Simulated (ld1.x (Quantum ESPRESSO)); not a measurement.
## What one change does to a pseudopotential (Se, RRKJ)

```
Element                 : Se
Generator               : ld1.x (Quantum ESPRESSO) 7.5
Type                    : norm-conserving RRKJ (Kleinman–Bylander form)
Functional              : BP86
Relativity              : scalar-relativistic
Frozen core             : [Ar] 3d10
Valence charge          : 6
Reference configuration : 4s1 4p5
Partial waves           : 4p (bound): rc 1.45 bohr; 4s (bound): rc 1.55 bohr
Local potential         : the s channel
Core correction         : a·sin(br)/r model core inside 0.75 bohr
```

Change: wave 4s (bound): rc 1.55 bohr becomes 4s (bound): rc 1.68 bohr.

Cutoffs: the cutoffs (Ry, on a coarse ladder) from which the occupation-weighted sum of valence levels, in a spherical-Bessel basis at the reference potential, stays within 10 and 1 mRy of its value at 400 Ry; they do not see the model core or the augmentation charge, which bear on the density cutoff. Errors are all-electron minus pseudo energies relative to the spin-unpolarised reference configuration.

Predict the effect on cutoff, ghosts and configuration errors.

The potential gets neither clearly harder nor softer (30 Ry and 50 Ry → 30 Ry and 50 Ry); the p channel sets the loose cutoff, while the largest relative change is in s, which becomes softer; of the 7 tests that both files solve, the error grows in 6 and shrinks in 0 by more than 15 % and 0.3 meV (median size 6.4 → 8.5 meV); neither file shows a bound ghost. More of the atom is replaced by a form fitted at one configuration, so other configurations suffer.

| quantity | base | changed |
| --- | --- | --- |
| cutoff, loose | 30 Ry | 30 Ry |
| cutoff, tight | 50 Ry | 50 Ry |
| loose cutoff by channel (10 mRy a level) | p 18 Ry, s 21 Ry | p 18 Ry, s 18 Ry |
| bound ghosts | none | none |
| error for 4s2 4p4, meV [ΔE -10.91 eV] | -6.1 | -8.0 |
| error for 4s2 4p3, meV [ΔE 0.06 eV] | -5.2 | -7.1 |
| error for 4s2 4p2, meV [ΔE 20.54 eV] | -10 | -13 |
| error for 4s2 4p4.3, meV [ΔE -12.53 eV] | -6.4 | -8.5 |
| error for 4s1 4p4, meV [ΔE 11.62 eV] | -4.0 | -4.8 |
| error for 4s2 4p0, meV [ΔE 93.96 eV] | -90 | -78 |
| error for 4s0 4p6, meV [ΔE 11.11 eV] | -8.7 | -11 |
